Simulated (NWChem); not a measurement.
Molecule: InI2F; SMILES [F][In]([I])[I]

Program: NWChem. Medium grid unless said otherwise, to which SCAN and Minnesota functionals are sensitive. Coordinates come from a PBE0/def2-SVP optimisation. def2 effective core potentials on In, I; no spin-orbit coupling.

Task: Order these by “orbital gap (eV)”, lowest first: B3PW91/def2-SVP; MN15-L/def2-SVP; PBE/def2-SVP; PW6B95/def2-SVP; M05-2X/def2-SVP.

Result: PBE/def2-SVP (3.02), MN15-L/def2-SVP (3.61), B3PW91/def2-SVP (4.53), PW6B95/def2-SVP (5.00), M05-2X/def2-SVP (7.10)
